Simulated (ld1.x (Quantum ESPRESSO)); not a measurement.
Before and after: RRKJ potential for Ge

* Element: Ge (Z = 32)
* Generator: ld1.x (Quantum ESPRESSO) 7.5
* Type: norm-conserving RRKJ (Kleinman–Bylander form)
* Functional: LDA (PZ)
* Relativity: scalar-relativistic
* Frozen core: [Ar] 3d10
* Valence charge: 4
* Reference configuration: 4s2 4p2
* Partial waves: 4p (bound): rc 2.10 bohr; 4s (bound): rc 1.40 bohr
* Local potential: the s channel
* Core correction: Bessel-smoothed model core inside 0.85 bohr
* rho0: 0.01

All-electron outer shells of the reference configuration (LDA (PZ), scalar-relativistic, ld1.x):

| shell | level (eV) | outermost node (bohr) | outermost maximum (bohr) |
| --- | --- | --- | --- |
| 3p | -115.38 | 0.23 | 0.54 |
| 3d | -29.55 | – | 0.50 |
| 4s | -11.95 | 0.77 | 1.73 |
| 4p | -4.05 | 0.82 | 2.19 |

Change: all radii but the core radius scaled by about 0.76 (s 1.06, p 1.60 bohr).

Cutoffs: the cutoffs (Ry, on a coarse ladder) from which the occupation-weighted sum of valence levels, in a spherical-Bessel basis at the reference potential, stays within 10 and 1 mRy of its value at 400 Ry; they do not see the model core or the augmentation charge, which bear on the density cutoff. Errors are all-electron minus pseudo energies relative to the spin-unpolarised reference configuration.

Q: Predict the effect on cutoff, ghosts and configuration errors.

A: The potential gets harder (35 Ry and 80 Ry → 180 Ry and 300 Ry); a bound ghost appears in p, which as a rule spoils a file; of the 9 tests that both files solve, the error grows in 2 and shrinks in 3 by more than 15 % and 0.3 meV (median size 16.2 → 20.2 meV). A smaller radius makes the pseudo-wave follow the all-electron one further in, where it bends more sharply, so more plane waves are needed.

```csv
quantity,base,changed
"cutoff, loose",35 Ry,180 Ry
"cutoff, tight",80 Ry,300 Ry
loose cutoff by channel (10 mRy a level),"p 15 Ry, s 30 Ry","p 6 Ry, s 180 Ry"
bound ghosts,none,p
"error for 4s2 4p1, meV [ΔE 7.64 eV]",-5.5,-5.6
"error for 4s2 4p0, meV [ΔE 23.35 eV]",-37,-32
"error for 4s1 4p0, meV [ΔE 58.57 eV]",-235,-104
"error for 4s1 4p2, meV [ΔE 16.41 eV]",-34,-24
"error for 4s0 4p4, meV [ΔE 16.36 eV]",-68,-159
"error for 4s1 4p3, meV [ΔE 8.04 eV]",-16,-20
"error for 4s2 4p2.3, meV [ΔE -0.93 eV]",0.0,0.0
"error for 4s2 4p2 (spin-polarised), meV [ΔE -0.56 eV]",+1.4,-0.7
"error for 4s2 4p1 (spin-polarised), meV [ΔE 7.45 eV]",-5.0,-5.6
```

 A true bound ghost makes a file unfit for plane-wave use even where its test errors are small: the radial tests pick states by their node count and pass the ghost by.
